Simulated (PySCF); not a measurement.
CBr3, SMILES Br[C+](Br)Br, charge +1. Heavy atoms are numbered as in [C+:1]([Br:2])([Br:3])[Br:4].

Geometry optimised at B3LYP-D3(BJ)/def2-SVP.

Computed with B3LYP/def2-TZVP (PySCF).

Atomic charges (e), one atom of each kind:

```json
[
 {"atom": "C1", "Mulliken": "…", "IAO": "-0.21"},
 {"atom": "Br2", "Mulliken": "…", "IAO": "0.40"}
]
```

Q: Some entries are withheld; supply them. (An estimate is asked for; the answer gives what the named calculation found.)

A: 
- C1, Mulliken: -0.02
- Br2, Mulliken: 0.34

Computed Mayer and Wiberg (Löwdin basis) orders of the bonds:
| bond | Mayer | Wiberg |
|---|---|---|
| C1–Br2 | 1.40 | 1.99 |
| C1–Br3 | 1.40 | 1.99 |
| C1–Br4 | 1.40 | 1.99 |
